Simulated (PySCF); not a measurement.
C4H3FOS, SMILES c1c(F)csc1O. Atoms are numbered in the order given.

```xyz
10

O      1.1307     2.1823     0.0000
C      0.5189     0.9823     0.0000
C      1.1515    -0.2288     0.0000
C      0.1919    -1.2916     0.0000
F      0.5737    -2.5683     0.0000
C     -1.1124    -0.9015     0.0000
S     -1.2136     0.8304     0.0000
H      0.4802     2.8941     0.0000
H      2.2326    -0.3619     0.0000
H     -2.0033    -1.5259     0.0000
```

The structure is a stationary point at ωB97X-D3(BJ)/def2-SVP. One conformer was computed; it need not be the lowest.

Method: TDDFT-PBE/def2-SVPD in PySCF.

Vertical excitations. Isolated molecule, no solvent. State labels are in the subgroup Cs.

| state | symmetry | energy (eV) | λ (nm) | f | main pairs |
|---|---|---|---|---|---|
| S1 | A" | 4.01 | 309 | 0.000 | HOMO→LUMO 100 % |
| S2 | A" | 4.92 | 252 | 0.001 | HOMO−1→LUMO 100 % |
| S3 | A' | 5.14 | 241 | 0.082 | HOMO→LUMO+1 93 % |
| S4 | A" | 5.26 | 236 | 0.000 | HOMO→LUMO+2 100 % |
| S5 | A' | 5.59 | 222 | 0.051 | HOMO−1→LUMO+1 65 %, HOMO→LUMO+4 30 % |
| S6 | A" | 5.75 | 216 | 0.000 | HOMO→LUMO+3 100 % |
| S7 | A" | 6.13 | 202 | 0.000 | HOMO→LUMO+5 94 % |
| S8 | A" | 6.17 | 201 | 0.005 | HOMO−1→LUMO+2 94 % |
| S9 | A" | 6.55 | 189 | 0.004 | HOMO→LUMO+6 98 % |
| S10 | A' | 6.62 | 187 | 0.099 | HOMO→LUMO+7 47 %, HOMO→LUMO+4 34 %, HOMO−1→LUMO+1 14 % |
| T1 | A' | 3.57 | 347 | 0 | HOMO→LUMO+1 98 % |
| T2 | A" | 3.82 | 325 | 0 | HOMO→LUMO 100 % |
| T3 | A' | 4.69 | 265 | 0 | HOMO−1→LUMO+1 94 % |
| T4 | A" | 4.74 | 262 | 0 | HOMO−1→LUMO 99 % |
Triplets are in the Tamm–Dancoff approximation, which puts them higher than full response would, so one can lie above its singlet here.
